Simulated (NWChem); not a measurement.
Species: SiSbH5; SMILES [SiH3][SbH2]

Results from NWChem. All runs use the structure optimised with PBE0/def2-SVP. def2 effective core potentials on Sb; no spin-orbit coupling.

Task: What does the run give for B97-2/def2-TZVP? Quantities: highest occupied level (eV); orbital gap (eV); dipole (D).

Result: 
```json
{
 "highest occupied level (eV)": "-7.05",
 "orbital gap (eV)": "6.53",
 "dipole (D)": "0.25"
}
```
